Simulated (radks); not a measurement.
The numbers below are computed, except where a source is named.
The gold anion Au-, configuration [Hg]. Code: a radial shooting solver on a logarithmic mesh with Libxc functionals. Model: scalar-relativistic Kohn-Sham, PBE, spin-polarised, spherical densities, finite nucleus; Fermi nuclear charge, rms radius 5.4371 fm; hard spherical wall at 3.5 bohr.

Unscreened Slater integrals over Kohn-Sham orbitals (cm^-1). They are taken over the spin-up orbitals. Empty in this configuration: 6p.

F0(6s,6s): 95139
F0(6s,5d): 105410
G2(6s,5d): 31426
F0(6s,5p): 112390
G1(6s,5p): 10907
F0(6s,4f): 120930
G3(6s,4f): 4087.8
F0(6s,6p): 92496
G1(6s,6p): 63375
F0(5d,5d): 129890
F2(5d,5d): 67606
F4(5d,5d): 44619
F0(5d,5p): 148820
F2(5d,5p): 72212
G1(5d,5p): 85982
G3(5d,5p): 52831
F0(5d,4f): 168180
F2(5d,4f): 37038
F4(5d,4f): 16829
G1(5d,4f): 11593
G3(5d,4f): 10936
G5(5d,4f): 8753.6
F0(5d,6p): 101440
F2(5d,6p): 44327
G1(5d,6p): 23292
G3(5d,6p): 20457
F0(5p,5p): 182260
F2(5p,5p): 97776
F0(5p,4f): 225570
F2(5p,4f): 69248
G2(5p,4f): 26061
G4(5p,4f): 22073
F0(5p,6p): 108270
F2(5p,6p): 34608
G0(5p,6p): 7728.1
G2(5p,6p): 10681
F0(4f,4f): 402170
F2(4f,4f): 199740
F4(4f,4f): 127200
F6(4f,4f): 92066
F0(4f,6p): 117610
F2(4f,6p): 17817
G2(4f,6p): 4748.7
G4(4f,6p): 4407.9
F0(6p,6p): 90421
F2(6p,6p): 52942
